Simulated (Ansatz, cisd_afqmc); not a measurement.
System: P, charge -1, triplet.

Total energies in aug-cc-pV(T+d)Z, 6 correlated electrons, 5 frozen orbitals. UHF or UKS for unpaired electrons; spin-orbit terms are left out. Correlated methods leave the cores frozen. No relativity. AFQMC/CISD: phaseless, guided by CISD from CCSD amplitudes; bars are statistical, one sigma. Outlying blocks are dropped, and bars are widened where a walk drifts. Over all cases where full CI ran beside it in this data, AFQMC minus full CI had a median of +0.1 mEh and passed +0.4 mEh in a tenth of the cases. Full CI freezes restricted core orbitals and the other rows unrestricted ones, which leaves a small offset even where coupled cluster is exact.

```tsv
method	program	energy (Eh)	error against FCI (mEh)
HF	Ansatz	-340.70467	142.14
MP2	Ansatz	-340.81810	28.72
CCSD	Ansatz	-340.83877	8.05
CCSD(T)	Ansatz	-340.84534	1.48
CCSDT(Q)	Ansatz	-340.84681	0.01
CCSDTQ	Ansatz	-340.84685	-0.03
AFQMC/CISD	cisd_afqmc	-340.8465 ± 0.0002	0.3 ± 0.2
FCI	Ansatz	-340.84682	0.00
```

Ansatz is an electronic-structure program.
